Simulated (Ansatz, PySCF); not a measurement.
C2H6OZn, charge +1, doublet (typed; the unrestricted solution is spin-contaminated), at a GFN2-xTB geometry (such geometries of metal compounds can be far from the true shape) (a state made from the parent by changing its charge; the spin is typed, not shown lowest). Base run: BHANDHLYP/STO-3G in PySCF.

Input for PySCF:
```python
from pyscf import gto, scf, dft

mol = gto.Mole()
mol.atom = '''
    Zn    0.660528    0.078930    0.313643
    C    -0.279773   -0.973573   -1.305849
    C    -1.663825   -0.509349   -1.220521
    H    -0.103098   -2.013784   -1.029938
    H     0.292173   -0.629144   -2.168047
    H    -1.786687    0.555696   -1.436145
    H    -2.171314   -0.801466   -0.296286
    H    -2.227819   -1.025483   -2.020479
    O    -0.279399    1.104988    1.328493
    H     0.077703    1.603923    2.071895
'''
mol.basis = 'sto-3g'
mol.charge = 1
mol.spin = 1
mol.verbose = 4
mol.build()

mf = dft.UKS(mol)
mf.xc = 'bhandhlyp'
mf.kernel()
```

The same geometry, method and basis name were run in Ansatz (a program for electronic structure) and PySCF, at each program's defaults and at the settings that a row names. The base is PySCF at its defaults. Differences at the defaults can come from grids, fitting, cores and function types together.

```json
[
 {"code and settings": "PySCF, defaults (exact integrals, its default grid, spherical functions)", "ΔE vs base (mEh)": "0.000", "basis functions": "39", "E (Eh)": "-1911.51155", "outcome": "converged"},
 {"code and settings": "Ansatz, defaults (factorised integrals, its default grid, spherical functions)", "ΔE vs base (mEh)": "-14.099", "basis functions": "39", "E (Eh)": "-1911.52565", "outcome": "another SCF solution"},
 {"code and settings": "PySCF, density fitting with def2-universal-jkfit", "ΔE vs base (mEh)": "-", "basis functions": "39", "E (Eh)": "-", "outcome": "not converged"},
 {"code and settings": "PySCF, fine grid", "ΔE vs base (mEh)": "-", "basis functions": "39", "E (Eh)": "-", "outcome": "not converged"},
 {"code and settings": "Ansatz, high accuracy", "ΔE vs base (mEh)": "-14.114", "basis functions": "39", "E (Eh)": "-1911.52567", "outcome": "another SCF solution"}
]
```

A guess, shift, damping, solver or small numerical setting can't move a converged solution much, so rows marked as another SCF solution ended in a different state.

Open shells are given as the SCF converged; they aren't shown to be the lowest states, and a large step between rows can be another state.
